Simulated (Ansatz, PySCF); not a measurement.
System: trichloro(hydroxy)silane, sum formula HSiOCl3 (charge 0, singlet). 
Coordinates optimised at B3LYP-D3(BJ)/def2-TZVP (Ansatz, a quantum-chemistry and plane-wave program):
```
Si
O 1 1.6207
H 2 0.9619 1 118.91
Cl 1 2.0271 2 106.66 3 180.00
Cl 1 2.0423 2 111.21 3 60.11
Cl 1 2.0423 2 111.21 3 -60.11
```
Charge 0, spin multiplicity 1.

PBE beside other levels, property by property. Valence correlation only, unless marked. Open shells are spin-unrestricted. No spin-orbit coupling. No relativistic terms. Basis-set limits of correlation are two-point, X^-3; Hartree-Fock from the larger set. [CCSD(T)-MP2]/basis is that difference in the basis named. Rows marked 298 K are enthalpies with B3LYP-D3(BJ) harmonic zero-point and thermal terms. Atomisation energies are electronic, to ground-state atoms; the column to compare with has the core term from cc-pwCVTZ added, other frozen-core levels have none. Frequencies are from Ansatz or PySCF. The coupled-cluster column (Ansatz) is a level with limits of its own: (a) RI-MP2/CBS(cc-pV(T+d)Z,cc-pV(Q+d)Z)+[CCSD(T)-MP2]/cc-pV(T+d)Z; (b) CCSD(T)/CBS(cc-pV(T+d)Z,cc-pV(Q+d)Z).

| property | PBE/def2-TZVPD (Ansatz) | SVWN5/def2-TZVPD (Ansatz) | CAM-B3LYP/def2-TZVPD (Ansatz) | RPA@PBE/cc-pV(Q+d)Z (Ansatz) | coupled cluster |
|---|---|---|---|---|---|
| Cl-Si bond dissociation enthalpy, 298 K, to O[Si](Cl)Cl + Cl atom (kcal/mol) | 107.3 | 123.6 | 106.6 | 102.9 | 114.9 (b) |
| proton affinity at O, enthalpy at 298 K, to [OH2+][Si](Cl)(Cl)Cl (kcal/mol) | 168.2 | 162.8 | 165.6 | 172.4 | 167.8 (a) |
| atomisation energy (kcal/mol) | 515.5 | 592.1 | 501.0 | 469.9 | 519.9 (b) |
| O-Si bond dissociation enthalpy, 298 K, to Cl[Si](Cl)Cl + [OH] (HO) (kcal/mol) | 122.1 | 143.9 | 125.4 | 122.0 | 132.1 (a) |
| H-O bond dissociation enthalpy, 298 K, to [O][Si](Cl)(Cl)Cl + H atom (kcal/mol) | 115.9 | 131.9 | 120.2 | 119.4 | 124.9 (b) |

As the rows show:
- Cl-Si bond dissociation enthalpy, 298 K, to O[Si](Cl)Cl + Cl atom: PBE lies 7.6 kcal/mol below coupled cluster.
- proton affinity at O, enthalpy at 298 K, to [OH2+][Si](Cl)(Cl)Cl: PBE lies 0.4 kcal/mol above coupled cluster.
- atomisation energy: PBE lies 4.4 kcal/mol below coupled cluster.
- O-Si bond dissociation enthalpy, 298 K, to Cl[Si](Cl)Cl + [OH] (HO): PBE lies 10.0 kcal/mol below coupled cluster.
- H-O bond dissociation enthalpy, 298 K, to [O][Si](Cl)(Cl)Cl + H atom: PBE lies 9.0 kcal/mol below coupled cluster.
